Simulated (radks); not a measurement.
Results of a calculation; reference values are marked as such.
The tin ion Sn33+, configuration [Ne] 3s2 3p5. Level of theory: Dirac Kohn-Sham, exchange-only PBE, spin-unpolarised, spherical densities, finite nucleus; open shells fill j = l - 1/2 first; Fermi nuclear charge, rms radius 4.6519 fm (a radial shooting solver on a logarithmic mesh with Libxc functionals). Some entries of the table are withheld. Estimate them.

orbital  occ.  eigenvalue (eV)  r(max) (bohr)  <r> (bohr)
1s1/2       2        -30753.53        0.01877     0.02905
2s1/2       2        -6087.279         0.1057      0.1238
2p1/2       2        -5815.709        0.08143         (1)
2p3/2       4        -5580.704        0.08587         (2)
3s1/2       2              (3)         0.2891      0.3069
3p1/2       2        -2170.733         0.2732      0.2930
3p3/2       3        -2114.980         0.2815      0.3012

Answer. 
(1) 2p1/2 <r> (bohr): 0.1046
(2) 2p3/2 <r> (bohr): 0.1098
(3) 3s1/2 eigenvalue (eV): -2270.211
